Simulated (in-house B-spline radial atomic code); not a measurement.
RPBE excitations of N³⁺

Method: RPBE. Computed with an all-electron radial atomic-structure program (B-spline basis): linear response of the closed shell [He] 2s2 with the functional's adiabatic kernel; non-relativistic, point nucleus, no spin-orbit coupling, no double excitations, S, P, D and F terms only.

Command:
```bash
python run_td.py task.json out
```
Settings (radii: box in bohr, nucleus in fm):
```
Z                        7
electrons                4
configuration            [He] 2s2
hamiltonian              nr
method                   rpbe,pbe
box_radius               23.08
intervals                49
```

Time taken, with all properties: 0.1 s on 1 thread of Arm Neoverse N1, with other jobs on the host.

The lowest states, in the order of their Tamm-Dancoff energies; the method's threshold (minus the highest occupied level) is 68.14 eV. Labels give the largest channel, * marks a mixed state, and oscillator strengths are full-response dipole values. Semilocal kernels can invert the small singlet-triplet splittings of Rydberg terms. Energies in eV:

```json
{"state": "2s → 2p 3P", "full response": "6.403", "Tamm-Dancoff": "7.460", "oscillator strength": "-"}
{"state": "2s → 2p 1P", "full response": "15.325", "Tamm-Dancoff": "16.138", "oscillator strength": "0.606"}
{"state": "2s → 3s 3S", "full response": "?", "Tamm-Dancoff": "?", "oscillator strength": "-"}
{"state": "2s → 3s 1S", "full response": "46.13", "Tamm-Dancoff": "46.16", "oscillator strength": "-"}
{"state": "2s → 3p 3P", "full response": "47.53", "Tamm-Dancoff": "47.56", "oscillator strength": "-"}
{"state": "2s → 3p 1P", "full response": "48.00", "Tamm-Dancoff": "48.01", "oscillator strength": "0.304"}
{"state": "2s → 3d 3D", "full response": "49.16", "Tamm-Dancoff": "49.21", "oscillator strength": "-"}
{"state": "2s → 3d 1D", "full response": "50.13", "Tamm-Dancoff": "50.14", "oscillator strength": "-"}
{"state": "2s → 4s 3S", "full response": "57.25", "Tamm-Dancoff": "57.26", "oscillator strength": "-"}
{"state": "2s → 4s 1S", "full response": "57.62", "Tamm-Dancoff": "57.62", "oscillator strength": "-"}
{"state": "2s → 4p 3P", "full response": "58.26", "Tamm-Dancoff": "58.26", "oscillator strength": "-"}
{"state": "2s → 4p 1P", "full response": "58.37", "Tamm-Dancoff": "58.37", "oscillator strength": "0.0787"}
{"state": "2s → 4d 3D", "full response": "58.95", "Tamm-Dancoff": "58.97", "oscillator strength": "-"}
{"state": "2s → 4d 1D", "full response": "?", "Tamm-Dancoff": "?", "oscillator strength": "-"}
{"state": "2s → 4f 3F", "full response": "59.82", "Tamm-Dancoff": "59.82", "oscillator strength": "-"}
{"state": "2s → 4f 1F", "full response": "59.84", "Tamm-Dancoff": "59.84", "oscillator strength": "-"}
```

Question: Where does 2s → 4d 1D lie?

Answer: At 59.24 eV in full response, 59.24 eV in Tamm-Dancoff.

Question: Where does 2s → 3s 3S lie?

Answer: At 44.68 eV in full response, 44.69 eV in Tamm-Dancoff.

Question: How large is the singlet-triplet splitting of 2s → 2p (P terms) in Tamm-Dancoff?

Answer: 8.68 eV, from the unrounded values.

Question: What polarisabilities and dispersion coefficient does the method give?

Answer: Dipole 2.099 bohr³, quadrupole 1.485 bohr⁵, C6 2.087 hartree·bohr⁶ for two such species.
